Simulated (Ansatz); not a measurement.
Basis sets compared for [Gd(NH3)6]3+ (GdN6H18³⁺). Charge 3, multiplicity 8. Geometry r2SCAN-D4/def2-SVP. Ansatz on 4 threads of Arm Neoverse V2 on a shared host; times are rough, and most runs start from earlier orbitals.

Cartesian coordinates in Å:
```
Gd 0.002 -0.001 -0.001
N 0.657 -2.352 -0.670
H 1.669 -2.551 -0.658
H 0.382 -2.637 -1.622
H 0.270 -3.108 -0.086
N -0.678 2.339 0.680
H -1.685 2.546 0.609
H -0.250 3.105 0.140
H -0.460 2.599 1.653
N 2.278 0.842 -0.717
H 2.995 0.865 0.022
H 2.303 1.804 -1.088
H 2.738 0.300 -1.464
N -2.284 -0.814 0.721
H -2.673 -0.357 1.559
H -2.349 -1.815 0.956
H -3.036 -0.694 0.026
N 0.899 -0.444 2.323
H 1.539 -1.248 2.403
H 0.189 -0.646 3.042
H 1.442 0.322 2.749
N -0.872 0.428 -2.336
H -1.452 1.273 -2.443
H -1.471 -0.310 -2.735
H -0.152 0.554 -3.063
```

In the def2 sets Gd takes a core potential; there is no spin–orbit coupling.

| level | functions | energy (Eh) | HOMO (eV) | LUMO (eV) | wall time |
| --- | --- | --- | --- | --- | --- |
| PBE-D4/def2-SVP | 251 | -1103.5318 | -19.58 | -16.21 | 11 s |
| PBE0-D4/def2-SVP | 251 | -1103.4906 | -21.23 | -12.85 | 22 s |

Estimate the rows for PBE-D4/def2-TZVP (with forces), PBE0-D4/def2-TZVP.


```
                         level  functions  energy (Eh)  HOMO (eV)  LUMO (eV)  wall time
PBE-D4/def2-TZVP (with forces)        386   -1103.9391     -19.65     -16.35       19 s
             PBE0-D4/def2-TZVP        386   -1103.8854     -21.25     -12.95       41 s
```
